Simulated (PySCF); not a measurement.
## CaO: one state, many levels of theory

State: ¹Σ⁺ (singlet), closed shell. Set-up: basis Ca x2c-TZVPPall, O x2c-TZVPPall; spin-free X2C with a Gaussian nucleus; PySCF 2.14. De refers to Ca + O in their high-spin ground configurations, without counterpoise correction. A positive dipole means Ca(−)O(+). Levels whose curve was spin-contaminated or gave no clean fit are not listed.

```tsv
Level	Re (Å)	ωe (cm⁻¹)	De (eV)	μ (D)
RHF	1.825	816	0.142	-11.25
RHF-CCSD	1.859	714	2.74	n/a
PBE	1.829	745	4.98	-7.69
BP86	1.828	750	4.98	-7.74
r²SCAN	1.816	775	4.72	-8.26
r²SCANh	1.810	786	4.37	-8.62
B3LYP	1.827	761	4.13	-8.51
PBE0	1.807	785	4.05	-8.75
BHandHLYP	1.811	800	3.00	-9.64
ωB97X	1.807	793	3.97	-9.75
```

Question: What does the step from GGA to meta-GGA do here, going from PBE to r²SCAN?

Answer: r²SCAN less PBE: -1.3 pm in Re, +4.0 % in ωe, -0.26 eV in De. 

Correlated steps freeze 6 core orbitals. Where the molecule has an RHF reference, its open-shell atoms are computed with UHF. The CCSD T1 diagnostic is raised, a sign that a single reference may not be enough here.
